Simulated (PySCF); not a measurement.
C4H3S, doublet, at a GFN2-xTB geometry; DF-BLYP/aug-cc-pVDZ (PySCF).

Here is a job for PySCF.
```python
from pyscf import gto, scf, dft
import numpy

mol = gto.Mole()
mol.atom = '''
    C     0.410476   -1.393289   -0.183449
    C     1.232479   -0.354768   -0.157074
    S     0.281505    1.109746    0.086584
    C    -1.176183    0.184648    0.134071
    C    -0.960172   -1.148824   -0.024200
    H     2.293796   -0.276385   -0.252856
    H    -2.109661    0.692994    0.277684
    H    -1.727815   -1.899157   -0.026256
'''
mol.basis = 'aug-cc-pvdz'
mol.charge = 0
mol.spin = 1
mol.verbose = 4
mol.build()
print('smallest overlap eigenvalue', numpy.linalg.eigvalsh(mol.intor('int1e_ovlp'))[0])

mf = dft.UKS(mol)
mf.xc = 'blyp'
mf = mf.density_fit(auxbasis='def2-universal-jkfit')
mf.kernel()
mf.analyze()
```

### Question
Predict the main parts of the log of this PySCF run.

### Answer

```
PySCF version 2.14.0

[INPUT] verbose = 4
[INPUT] num. atoms = 8
[INPUT] num. electrons = 43
[INPUT] charge = 0
[INPUT] spin (= nelec alpha-beta = 2S) = 1
[INPUT] symmetry False subgroup None
[INPUT] Mole.unit = angstrom
[INPUT] Symbol           X                Y                Z      unit          X                Y                Z       unit  Magmom
[...]
nuclear repulsion = 193.340543292752
number of shells = 55
number of NR pGTOs = 223
number of NR cGTOs = 146
basis = aug-cc-pvdz
ecp = {}
smallest overlap eigenvalue 2.042061262931232e-05

******** <class 'pyscf.df.df_jk.DFUKS'> ********
method = DFUKS
initial guess = minao
damping factor = 0
level_shift factor = 0
DIIS = <class 'pyscf.scf.diis.CDIIS'>
diis_start_cycle = 1
diis_space = 8
diis_damp = 0
SCF conv_tol = 1e-09
SCF conv_tol_grad = None
SCF max_cycles = 50
direct_scf = False
number electrons alpha = 22  beta = 21
XC library pyscf.dft.libxc version 7.1.2
    S. Lehtola, C. Steigemann, M. J. T. Oliveira, and M. A. L. Marques,  SoftwareX 7, 1–5 (2018)
XC functionals = blyp
    A. D. Becke,  Phys. Rev. A 38, 3098 (1988)
    C. Lee, W. Yang, and R. G. Parr,  Phys. Rev. B 37, 785 (1988)
    B. Miehlich, A. Savin, H. Stoll, and H. Preuss,  Chem. Phys. Lett. 157, 200 (1989)
radial grids:
    Treutler-Ahlrichs [JCP 102, 346 (1995); DOI:10.1063/1.469408] (M4) radial grids

becke partition: Becke, JCP 88, 2547 (1988); DOI:10.1063/1.454033
pruning grids: <function nwchem_prune>
grids dens level: 3
symmetrized grids: False
atomic radii adjust function: <function treutler_atomic_radii_adjust>
small_rho_cutoff = 0
Set gradient conv threshold to 3.16228e-05
tot grids = 104776
init E= -553.010211308439

cycle= 1 E= -552.208394838533  delta_E= 0.802  |g|= 0.314  |ddm|= 5.29
cycle= 2 E= -552.027779921083  delta_E= 0.181  |g|= 0.624  |ddm|= 2.02
cycle= 3 E= -552.256469560751  delta_E= -0.229  |g|= 0.119  |ddm|=  1.2
cycle= 4 E= -552.264739535835  delta_E= -0.00827  |g|= 0.0511  |ddm|= 0.26
cycle= 5 E= -552.26611065946  delta_E= -0.00137  |g|= 0.0144  |ddm|= 0.106
cycle= 6 E= -552.266224951103  delta_E= -0.000114  |g|= 0.00537  |ddm|= 0.0325
cycle= 7 E= -552.266241078108  delta_E= -1.61e-05  |g|= 0.00136  |ddm|= 0.0122
cycle= 8 E= -552.266241376795  delta_E= -2.99e-07  |g|= 0.00152  |ddm|= 0.00516
cycle= 9 E= -552.266242723764  delta_E= -1.35e-06  |g|= 0.000483  |ddm|= 0.00345
cycle= 10 E= -552.266242864545  delta_E= -1.41e-07  |g|= 0.000252  |ddm|= 0.0014
[...]
converged SCF energy = -552.266242917099  <S^2> = 0.75471933  2S+1 = 2.0047138
Total Energy =                        -552.266242917099021
[...]
spin_pop of  4 C 3pz       0.00002
spin_pop of  4 C 4px       0.00029
spin_pop of  4 C 4py       0.00017
spin_pop of  4 C 4pz       0.00000
spin_pop of  4 C 3dxy      0.00022
spin_pop of  4 C 3dyz      0.00002
spin_pop of  4 C 3dz^2     0.00007
spin_pop of  4 C 3dxz     -0.00002
spin_pop of  4 C 3dx2-y2    0.00014
spin_pop of  4 C 4dxy      0.00005
spin_pop of  4 C 4dyz     -0.00001
spin_pop of  4 C 4dz^2     0.00002
spin_pop of  4 C 4dxz      0.00001
spin_pop of  4 C 4dx2-y2   -0.00000
spin_pop of  5 H 1s        0.01244
spin_pop of  5 H 2s        0.00008
spin_pop of  5 H 3s        0.00014
spin_pop of  5 H 2px      -0.00000
spin_pop of  5 H 2py       0.00009
spin_pop of  5 H 2pz      -0.00005
spin_pop of  5 H 3px       0.00013
spin_pop of  5 H 3py       0.00017
spin_pop of  5 H 3pz      -0.00002
spin_pop of  6 H 1s        0.00418
spin_pop of  6 H 2s        0.00000
spin_pop of  6 H 3s        0.00003
spin_pop of  6 H 2px       0.00001
spin_pop of  6 H 2py       0.00006
spin_pop of  6 H 2pz      -0.00002
spin_pop of  6 H 3px       0.00000
spin_pop of  6 H 3py       0.00001
spin_pop of  6 H 3pz      -0.00001
spin_pop of  7 H 1s        0.00540
spin_pop of  7 H 2s        0.00019
spin_pop of  7 H 3s        0.00009
spin_pop of  7 H 2px       0.00007
spin_pop of  7 H 2py       0.00005
spin_pop of  7 H 2pz      -0.00001
spin_pop of  7 H 3px       0.00025
spin_pop of  7 H 3py       0.00000
spin_pop of  7 H 3pz       0.00000
 ** Mulliken Spin Density (per atom)  **
spin density of  0 C =      0.90256
spin density of  1 C =     -0.05999
spin density of  2 S =      0.11186
spin density of  3 C =      0.03867
spin density of  4 C =     -0.01637
spin density of  5 H =      0.01299
spin density of  6 H =      0.00425
spin density of  7 H =      0.00604
 ** Mulliken pop alpha/beta on meta-lowdin orthogonal AOs **
 ** Mulliken pop       alpha | beta **
In total            22.00000 | 21.00000
 ** Mulliken atomic charges   ( Nelec_alpha | Nelec_beta ) **
charge of  0C =     -0.03174  (     3.46715      2.56459 )
charge of  1C =     -0.26189  (     3.10095      3.16094 )
charge of  2S =      0.27728  (     7.91729      7.80543 )
charge of  3C =     -0.23865  (     3.13866      3.09999 )
charge of  4C =     -0.15334  (     3.06849      3.08485 )
charge of  5H =      0.14286  (     0.43506      0.42207 )
charge of  6H =      0.13317  (     0.43554      0.43129 )
charge of  7H =      0.13232  (     0.43686      0.43082 )
Dipole moment(X, Y, Z, Debye): -0.45929,  0.33566,  0.07945
```
